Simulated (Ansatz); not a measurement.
A CCSD(T) single point on Cl₂FH₃O₂Si₂, SMILES `O[SiH](O)[Si](F)(Cl)Cl`.

```yaml
crystal:
  periodic: [false, false, false]
  atoms:
    - {symbol: O, position_ang: [0.860944, -1.443284, -0.928921]}
    - {symbol: Si, position_ang: [0.778770, -0.007417, -0.160629]}
    - {symbol: O, position_ang: [1.484427, -0.125591, 1.316312]}
    - {symbol: Si, position_ang: [-1.523478, 0.387302, 0.025870]}
    - {symbol: F, position_ang: [-1.764526, 1.713917, 0.874582]}
    - {symbol: Cl, position_ang: [-2.501900, -1.120588, 0.981249]}
    - {symbol: Cl, position_ang: [-2.385721, 0.692090, -1.797711]}
    - {symbol: H, position_ang: [1.718373, -1.847169, -1.074375]}
    - {symbol: H, position_ang: [1.435361, 1.094212, -0.921281]}
    - {symbol: H, position_ang: [1.897739, 0.656509, 1.684905]}
basis:
  gaussian: {orbitals: def2-TZVPP}
correlation: {method: ccsd_t}
```

```sh
$ ansatz run in.yaml --threads 2 --pin off --events-out ev --progress --plain --max-ram 32768MiB --backend cuda --devices 0, --max-vram 18GiB
```

Log, shortened:

```
Functional definition: HF
1843 factors; integrals over basis functions are off by at most 7.6e-4 eV
mean field evaluation 1: about -47565.5787 eV, gradient 5.5e1 eV
mean field evaluation 2: about -47565.9960 eV, gradient 5.6e1 eV
mean field evaluation 4: about -47571.6793 eV, gradient 3.5e0 eV
mean field evaluation 8: about -47571.7647 eV, gradient 3.1e-1 eV
mean field -47571.76505530 eV, -1748.2301204818 hartree, gradient 8.6e-6 eV, S^2 0.000000; 0 other end points of the search recorded, 0 dependent functions left out
23 core orbitals not correlated: weight in the atoms' cores, before any rotation towards them, 1.000 or more for the frozen orbitals, at most 0.000 for the correlated occupied ones
reference -47571.76505530 eV, -1748.2301204818 hartree; 22, 22 occupied and 258, 258 virtual orbitals, 1843 factors
second order -36.19011512 eV of doubles, -0.00000000 eV of singles
cycle   1  -36.58104439 eV  change   -3.9e-1 eV  update   1.2e-1
cycle   2  -37.33139169 eV  change   -7.5e-1 eV  update   3.5e-2
cycle   3  -37.50852611 eV  change   -1.8e-1 eV  update   1.8e-2
cycle   4  -37.48794510 eV  change    2.1e-2 eV  update   4.0e-3
cycle   5  -37.48452711 eV  change    3.4e-3 eV  update   1.9e-3
cycle   6  -37.48577907 eV  change   -1.3e-3 eV  update   5.9e-4
cycle   7  -37.48549083 eV  change    2.9e-4 eV  update   2.3e-4
cycle   8  -37.48537578 eV  change    1.2e-4 eV  update   7.1e-5
cycle   9  -37.48540900 eV  change   -3.3e-5 eV  update   3.0e-5
perturbative correction -1.40966311 eV, -0.0518041637 hartree
Total energy: -47610.66012741 eV, -1749.6594880178 hartree
```

Hardware: 2 threads of an AMD EPYC 7R13 on a shared host and a share of an NVIDIA H100 80 GB. Wall time 7 s, peak host memory 0.85 GiB.

MP2 recovers 93.0 % of the CCSD(T) correlation energy and the triples give 3.6 %; T1 = 0.0116.
